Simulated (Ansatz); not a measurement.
Born–Oppenheimer molecular dynamics of GaH7N2S (11 atoms, charge 0, multiplicity 1). It starts at the highest image of a converged band. Of that band: The profile has 3 maxima (images 1, 3, 6) with wells between them (images 2, 5): this band takes more than one step, which may be the mechanism or a detour left from its start path. Neighbouring images differ by up to 1.4 eV, so the band resolves the path poorly. A vibrational analysis at the climbing image gives one clearly imaginary mode, 1121i cm⁻¹: a first-order saddle point.

Theory: RKS B3LYP/def2-SVP (Ansatz 0.2.0).

```json
{
  "ensemble": "NVE (velocity Verlet)",
  "time step": "0.5 fs",
  "steps asked": "200",
  "starting velocities drawn for": "300 K",
  "seed": "9353"
}
```

First frame:

```xyz
11
Properties=species:S:1:pos:R:3
Ga -0.010 0.305 -0.131
H -0.169 -0.289 1.523
N 1.659 0.331 -0.910
H 1.974 -0.556 -1.299
H 2.427 0.755 -0.395
N -1.514 -0.231 -1.046
H -2.355 -0.410 -0.503
H -1.759 0.330 -1.860
S -0.251 2.385 1.295
H 1.077 2.489 1.538
H -0.250 0.782 1.733
```

Task: How far do the bonds stretch over the last three quarters of this one trajectory? (Pairs bonded in most of those frames.)

Result: 
| bond | mean (Å) | spread (Å) | shortest | longest |
| --- | --- | --- | --- | --- |
| Ga1–N3 | 1.822 | 0.045 | 1.76 | 1.91 |
| Ga1–N6 | 1.847 | 0.030 | 1.80 | 1.90 |
| Ga1–S9 | 2.248 | 0.144 | 2.04 | 2.48 |
| H2–H11 | 0.762 | 0.016 | 0.74 | 0.78 |
| N3–H4 | 1.016 | 0.006 | 1.00 | 1.03 |
| N3–H5 | 1.016 | 0.009 | 1.00 | 1.03 |
| N6–H7 | 1.021 | 0.030 | 0.97 | 1.07 |
| N6–H8 | 1.021 | 0.018 | 0.98 | 1.05 |
| S9–H10 | 1.356 | 0.020 | 1.33 | 1.39 |

Mean temperature of the second half: 1122 K. The conserved energy stayed within 0.19 meV per atom of its start (net change 0.076 meV per atom), so the integration is sound. The kinetic energy rose, since the run started high on the potential surface and went downhill. It ends in pieces (GaH5N2S + H2), so much of that is their flight and rotation, not heat. A run of 0.1 ps of so small a system gives no equilibrium averages. The orbitals stay closed-shell, which can raise the energy where a bond breaks towards radicals; this wasn't checked here.

The run took 5.6 min on 4 threads of Arm Neoverse V1, on a shared host, peak memory 0.28 GiB.
